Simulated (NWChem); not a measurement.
H$_{2}$Se$_{2}$O; SMILES O[Se][SeH]

```xyz
5

Se     0.3797    -0.9358     0.0011
O     -1.2548    -1.7006     0.0675
H     -1.5779    -1.7480    -0.8426
Se    -0.0587     1.3324    -0.0412
H     -0.1803     1.5309     1.4172
```
Atoms are numbered in this order, from 1.

Results from NWChem. Geometry: optimised at PBE0/def2-SVP. Vzz is the largest principal value of the second derivative of the potential at the nucleus (NWChem prints the opposite sign); η is the asymmetry. Non-relativistic.

```csv
level,Vzz Se1 (a.u.),η Se1,Vzz O2 (a.u.),η O2,Vzz Se4 (a.u.),η Se4,relative time
Hartree-Fock/def2-TZVP,-8.445,0.52,-1.820,0.91,-5.440,0.68,4
Hartree-Fock/def2-SVP,-8.241,0.51,-1.857,0.91,-5.476,0.61,1
B3LYP/def2-TZVP,-8.286,0.43,-1.648,0.90,-5.083,0.58,5
B3LYP/def2-SVP,-8.078,0.43,-1.660,0.90,-5.171,0.50,1
```

Relative times are rough (shared machine, one core).
